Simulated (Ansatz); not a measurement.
`C=C(I)BC` at its PBE0-D4/def2-TZVP geometry, where that method's forces vanish. Total charge 0; spin multiplicity 1. I: def2 effective core potential.

```xyz
11

C    -1.0333   -1.4800    1.1235
C    -0.3287   -0.8990    0.1510
I     0.2570   -2.0758   -1.4974
B     0.0666    0.5963    0.2156
C     0.8982    1.3580   -0.8445
H    -1.3174   -2.5269    1.1259
H    -1.3442   -0.8751    1.9710
H    -0.3741    1.1729    1.1742
H     0.1646    1.8184   -1.5263
H     1.5363    0.7243   -1.4639
H     1.4750    2.1868   -0.4290
```

Task: What forces (eV/Å) does r2SCAN-D4/def2-TZVPP give on these atoms in the Gaussian-basis code of Ansatz? (Best estimate.)

Result: Computed: 
```
C1  -0.141 -0.159  0.173
C2   0.026  0.245  0.080
I3   0.071 -0.139 -0.206
B4   0.027  0.050 -0.034
C5   0.020 -0.009  0.030
H6   0.000  0.014  0.011
H7   0.007 -0.005 -0.016
H8   0.005 -0.016 -0.019
H9   0.021 -0.001  0.004
H10 -0.017  0.024  0.003
H11 -0.018 -0.003 -0.026
```
